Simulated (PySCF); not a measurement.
These 2 structures share the formula C3H3F2NSi. The calculation used PBE0-D3(BJ)/def2-SVP geometry optimisation, gas phase in PySCF. Energies are electronic, without zero-point or thermal terms, for one conformer each. No frequencies were run at this level. Point groups hold within 0.08 Å.

Question: Rank from lowest to highest electronic energy at this level (kcal/mol).
A. `N#C[C@@]1(F)[SiH2][C@H]1F`
B. `[CH2:1]=[C:2]([C:3]#[N:4])[SiH:5]([F:6])[F:7]` with C1–C2–Si5–F6 -3°

Answer: B (0.0), A (111.1).

As drawn, the lower has an Si–F bond and a C=C bond outside aromatic rings, which the higher lacks; the higher has a three-membered ring, which the lower lacks.

| SMILES | E (Eh) | E rel (kcal/mol) | dipole (D) | point group | A, B, C (MHz) |
| --- | --- | --- | --- | --- | --- |
| C=C(C#N)[SiH](F)F | -659.25443 | 0.0 | 3.08 | C1 | 3529, 1549, 1184 |
| N#C[C@@]1(F)[SiH2][C@H]1F | -659.07735 | 111.1 | 4.69 | C1 | 2470, 1941, 1680 |

How do the relative energies change in single points at B3LYP/pcSseg-1 (no added dispersion term) on the same geometries?

```
                   SMILES  PBE0-D3(BJ)/def2-SVP (kcal/mol)  B3LYP/pcSseg-1 (kcal/mol)  shift
        C=C(C#N)[SiH](F)F                              0.0                        0.0    0.0
N#C[C@@]1(F)[SiH2][C@H]1F                            111.1                      122.0  +10.9
```

Each column counts from its own lowest isomer. The order is unchanged; the largest shift is 10.9 kcal/mol.
